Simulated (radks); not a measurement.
The numbers below are computed, except where a source is named.
Valence configurations of B+ (all share [He]). Level of theory: non-relativistic Kohn-Sham, r2SCAN, spin-polarised, spherical densities, point nucleus; open shells are filled with parallel spins first; meta-GGA in the generalised Kohn-Sham scheme (a radial shooting solver on a logarithmic mesh with Libxc functionals). Order these by energy: 2s1.5 2p0.5; 2s2; 2s0.5 2p1.5; 2s1 2p1; 2p2.

Answer. From the lowest, in eV above it: 2s2 0.000; 2s1.5 2p0.5 2.775; 2s1 2p1 4.089; 2s0.5 2p1.5 7.544; 2p2 10.945. NIST lists [He] 2s2 as the ground configuration; this level of theory agrees among the configurations tried. The energies are those of spherical high-spin densities, not of single terms.
